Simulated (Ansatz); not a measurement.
Program: Ansatz. Geometries: PBE0-D4/def2-TZVP. ΔE: electronic, gas phase. CBS: MP2 limit from def2 TZ/QZ plus the TZ coupled-cluster correction, frozen cores. This one scheme is used for every species. DFT in def2-TZVPP. Each species was taken in one conformer, which may not be the lowest.

Reaction (ligand exchange at the Si–O bond): `O[SiH]1NP1` + NH₃ → `N[SiH]1NP1` + H₂O

`O[SiH]1NP1`:

Cartesian coordinates in Å:
```
O -0.834 -1.853 0.077
Si -0.256 -0.368 0.425
N -0.177 0.811 -0.778
P 1.550 0.565 -0.390
H -0.618 -2.216 -0.785
H -0.775 -0.051 1.768
H -0.602 1.676 -1.064
H 1.711 1.435 0.747
```

NH₃:

```xyz
4

N     0.069    0.111   -0.250
H    -0.827   -0.360   -0.281
H     0.752   -0.570    0.060
H     0.007    0.819    0.471
```

`N[SiH]1NP1`:

```xyz
9

N     1.066   -1.075   -0.557
Si    0.191   -0.141    0.558
N    -1.404    0.243    0.165
P    -0.674    1.867    0.348
H     0.980   -0.932   -1.549
H     1.950   -1.483   -0.301
H     0.573   -0.604    1.910
H    -2.344    0.032    0.452
H    -0.340    2.094   -1.026
```

H₂O:

```xyz
3

O     0.001   -0.351    0.167
H     0.510   -0.066   -0.594
H    -0.512    0.417    0.427
```

```
             level  ΔE (kJ/mol)  difference from CCSD(T)/CBS
            PBE-D4         41.4                          0.7
         r2SCAN-D4         44.6                          3.9
        r2SCAN0-D4         43.1                          2.4
            revPBE         43.8                          3.1
         CAM-B3LYP         45.9                          5.2
           LC-ωPBE         40.7                          0.0
     HF/def2-TZVPP         47.6                          6.9
    MP2/def2-TZVPP         42.3                          1.6
CCSD(T)/def2-TZVPP         43.4                          2.7
      HF/CBS(def2)         47.2                          6.5
       CCSD(T)/CBS         40.7                            0
```

Largest T1 diagnostic among the species: 0.014.

In def2-TZVPP, CCSD(T) changes the Hartree–Fock value by −4.2 kJ/mol (the triples alone add −0.2 kJ/mol) and MP2 by −5.3 kJ/mol. Leaving LDA and LC-ωPBE aside and taking each functional with its dispersion term where it has one, the values, not all of them listed here, spread over 8.7 kJ/mol, from revPBE-D4 to B97M-V.
